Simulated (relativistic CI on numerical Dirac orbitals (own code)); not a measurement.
Tl³⁺: what numerical and physical settings do to a radial Dirac CI calculation

Reference input:

```
atom Tl  Z=81  charge=3  electrons=78
nucleus A=205  rms_radius_fm=5.4759
hamiltonian dirac-coulomb  breit=on  qed=on  c_scale=1
orbitals kli  potential=per-configuration
slater_scale 1
correlation none
mixing on
grid step=0.0125 r_max=64.9
scf mixing=0.4 start=green max_iterations=150 tolerance=2e-08 node_fill=0.05
configurations
  [Xe] 4f14 5d10
  [Xe] 4f14 5d9 6s
  [Xe] 4f14 5d9 6p
end
```

Computed lowest total energy -20232.95360 Ha, first excitation 76430.6 cm⁻¹, 37 SCF steps. Runs with settings changed; * marks those that are bad on purpose:

| Changed | Outcome | Lowest level | ΔE (Ha) | First excitation (cm⁻¹) | SCF steps | Message |
| --- | --- | --- | --- | --- | --- | --- |
| grid step 0.006, Breit term off | converged | 5d¹⁰ ¹S0 | -23.7 | 76010.7 | 37 |  |
| Breit term off, QED terms off | converged | 5d¹⁰ ¹S0 | -39.9 | 75575.0 | 37 |  |
| SCF tolerance 1e-05 | converged | 5d¹⁰ ¹S0 | 2.35e-07 | 76430.6 | 32 |  |
| end of the grid at 97.35 bohr, Slater scale 0.5 | converged | 5d¹⁰ ¹S0 | 3.64e-12 | 77744.3 | 37 |  |
| nuclear radius 54.759 fm * | converged | 5d¹⁰ ¹S0 | 177 | 81516.5 | 37 |  |
| Slater scale 0 * | converged | 5d¹⁰ ¹S0 | 0 | 79057.9 | 37 |  |

With so few configurations and no correlation, terms lie too far apart (by 10 to 50 % near neutrality), their order can be wrong, and levels of other configurations are missing.
